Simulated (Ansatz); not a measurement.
Stepwise reaction of `[F][Mo](=[S])([Cl])([Cl])[Cl]` with hydrogen fluoride, as a gas-phase model of exchange steps in deposition or etching. ΔE in kJ/mol; ΔG adds harmonic PBE0-D4 terms to CCSD(T)/CBS, at 1 bar.

Gas-phase electronic energies from Ansatz, PBE0-D4/def2-TZVP geometries. CCSD(T)/CBS adds triple-zeta CCSD(T) − MP2 to the extrapolated MP2 energy (def2 sets, frozen cores). This one scheme is used for every species. DFT in def2-TZVPP. B3LYP here is the variant with VWN-RPA as its local correlation; programs differ in this. def2 core potentials past Kr. For Mo outer-core shells are correlated without core-valence functions, which leaves a few kJ/mol of doubt a bond.

```json
{"step": "1", "reaction": "`[F][Mo](=[S])([Cl])([Cl])[Cl]` + H–F → `[F][Mo]([F])(=[S])([Cl])[Cl]` + HCl", "PBE-D4": "-6.1", "B3LYP-D4": "-6.1", "ωB97M-V": "-11.3", "CCSD(T)/CBS": "6.8", "ΔG(600 K)": "1.2"}
{"step": "2", "reaction": "`[F][Mo]([F])(=[S])([Cl])[Cl]` + H–F → `[F][Mo]([F])([F])(=[S])[Cl]` + HCl", "PBE-D4": "-9.8", "B3LYP-D4": "-11.0", "ωB97M-V": "-15.9", "CCSD(T)/CBS": "2.2", "ΔG(600 K)": "-3.6"}
```

(1) Give the row of step 3, `[F][Mo]([F])([F])(=[S])[Cl]` + H–F → `[F][Mo]([F])([F])([F])=[S]` + HCl. (Best estimate.)

(2) By hand: ΔE of the 3 steps together at CCSD(T)/CBS.

Results:

(1) Computed: 
```
step                                                                  reaction  PBE-D4  B3LYP-D4  ωB97M-V  CCSD(T)/CBS  ΔG(600 K)
   3  `[F][Mo]([F])([F])(=[S])[Cl]` + H–F → `[F][Mo]([F])([F])([F])=[S]` + HCl   -10.2     -11.1    -15.7          0.5        1.8
```

(2) (6.8) + (2.2) + (0.5) = 9.5 kJ/mol, or 3.2 kJ/mol a step.

In ΔE step 3 is the lowest and step 1 the highest. ΔG lies between -3.6 and 1.8 kJ/mol a step. PBE-D4 differs from CCSD(T)/CBS by -12.9 to -10.7 kJ/mol a step. Only this route is followed, and other bonds may react first. Isolated molecules leave out the surface, adducts and barriers. Largest T1 diagnostic: 0.024.
